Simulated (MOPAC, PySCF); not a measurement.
C3H4Si, SMILES `C#C[SiH]=C`, neutral singlet in the gas phase. 

Cartesian coordinates (Å):
```xyz
8

C      2.4304    -0.2290    -0.5334
C      1.2364    -0.3315    -0.3878
Si    -0.5393    -0.5243    -0.1627
C     -1.6414     0.7535    -0.3439
H      3.4841    -0.1316    -0.6637
H     -0.9362    -1.8989     0.1934
H     -1.3287     1.7568    -0.6062
H     -2.7053     0.6052    -0.2017
```
Charge 0, multiplicity 1.

All levels are single points at this geometry (PBE0-D3(BJ)/def2-TZVP); Pople sets use spherical d functions. Orbital energies aren't observables, and empty levels follow the basis.

B3LYP/3-21G in PySCF gives gap (eV) = 4.94.

Problem. Estimate the gap (eV) from each of these levels: PBE0-D3(BJ)/def2-TZVP in PySCF; B3LYP/6-31G* in PySCF; B3LYP/LANL2DZ in PySCF; SVWN5/6-31G* in PySCF; HF/3-21G in PySCF; AM1 in MOPAC; PM3 in MOPAC; PM6 in MOPAC.

Solution. 
| level | gap (eV) |
|---|---|
| PBE0-D3(BJ)/def2-TZVP in PySCF | 4.90 |
| B3LYP/6-31G* in PySCF | 4.72 |
| B3LYP/LANL2DZ in PySCF | 4.79 |
| SVWN5/6-31G* in PySCF | 3.27 |
| HF/3-21G in PySCF | 10.61 |
| AM1 in MOPAC | 8.49 |
| PM3 in MOPAC | 7.83 |
| PM6 in MOPAC | 7.69 |
